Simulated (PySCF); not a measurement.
ethoxycyclopropane (C5H10O), SMILES CCOC1CC1.

Geometry: r2SCAN-D4/def2-SVP. Other conformers were not sampled.

Two levels are set side by side: TDA-PBE/def2-SVPD (PySCF) and TDA-PBE0/def2-SVPD (PySCF). Vertical, same geometry. The lowest singlet is HOMO→LUMO 100 % with PBE and HOMO→LUMO 95 % with the other functional; states are paired by order. Differences are taken from unrounded values.

```
quantity                              TDA-PBE0  TDA-PBE  TDA-PBE minus TDA-PBE0
------------------------------------  --------  -------  ----------------------
lowest singlet excitation (eV)            6.94     5.97                   -0.97
lowest triplet excitation (TDA) (eV)      6.79     5.86                   -0.93
```

A lower first singlet is the usual sign of a functional without exact exchange. Differences between two approximate levels are no errors against the true value.

Rough cost on one machine, each run with all the roots and properties that it gave: TDA-PBE0 against TDA-PBE about 3 times.
